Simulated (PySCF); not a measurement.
C3H12N2Si, SMILES CCN[SiH2]NC. Geometry optimised at r2SCAN-D4/def2-SVP. One conformer was computed; it need not be the lowest.

Q: Give the equilibrium geometry at r2SCAN-D4/def2-SVP (PySCF confirms it by a frequency run) as a Z-matrix. (An estimate is asked for; the answer gives what the named calculation found.)

A: This is not unique; one that fits is 
```
N
H 1 1.0177
C 1 1.4517 2 113.56
H 3 1.1038 1 107.90 2 177.60
H 3 1.1098 4 105.69 1 119.55
C 3 1.5245 4 109.53 5 117.59
H 6 1.1015 3 110.63 4 60.83
H 6 1.1021 7 108.59 3 122.43
H 6 1.1032 7 107.68 8 116.21
Si 1 1.7271 2 117.83 3 169.15
N 10 1.7278 1 107.86 2 47.89
H 11 1.0168 10 117.29 1 48.67
C 11 1.4477 12 113.85 10 -164.54
H 13 1.1016 11 109.53 12 -175.71
H 13 1.1052 14 107.00 11 -121.27
H 13 1.1081 14 106.99 15 -114.88
H 10 1.5027 1 118.19 2 -68.22
H 10 1.5032 17 107.12 14 -114.99
```
